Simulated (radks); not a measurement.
Neutral indium inside a hard spherical wall (all orbitals vanish at R), configuration held at [Kr] 4d10 5s2 5p1 and not refilled when levels cross. Method: scalar-relativistic Kohn-Sham, PBE, spin-polarised, spherical densities, finite nucleus; open shells are filled with parallel spins first (spin-orbit coupling, left out, can overturn this in heavy ions); Fermi nuclear charge, rms radius 4.6156 fm; computed with a radial shooting solver on a logarithmic mesh with Libxc functionals. Eigenvalues in eV for spin up, with the zero of energy where the potential of the charges vanishes at infinity; a dash marks a level that is unbound or too diffuse for the functional's potential to be trusted. A positive occupied level is held by the wall or, in an anion where self-interaction has pushed it up, behind a barrier. The pressure on the wall is -dE/dV.

| R (bohr) | E (hartree) | kinetic (hartree) | e(4p) | e(4d) | e(5s) | e(5p) | e(6s, empty) | e(5d, empty) | pressure (GPa) |
|---|---|---|---|---|---|---|---|---|---|
| free | -5881.49996 | 6130.008 | -78.083 | -18.604 | -8.443 | -2.779 | - | - | 0 |
| 12 | -5881.49975 | 6130.010 | -78.056 | -18.577 | -8.422 | -2.756 | 0.007 | 1.232 | 0.00298 |
| 10 | -5881.49877 | 6130.017 | -77.976 | -18.498 | -8.362 | -2.684 | 0.719 | 1.884 | 0.0241 |
| 7 | -5881.48249 | 6130.106 | -77.343 | -17.879 | -7.895 | -1.984 | 4.851 | 4.597 | 0.800 |
| 5 | -5881.35969 | 6130.669 | -75.167 | -15.786 | -5.927 | 1.071 | 17.689 | 11.566 | 15.0 |
| 3.5 | -5880.56044 | 6133.837 | -68.632 | -9.620 | 2.757 | 13.140 | 58.376 | 32.329 | 259 |
| 3 | -5879.47983 | 6137.936 | -62.904 | -4.098 | 12.449 | 25.603 | 94.908 | 50.726 | 857 |
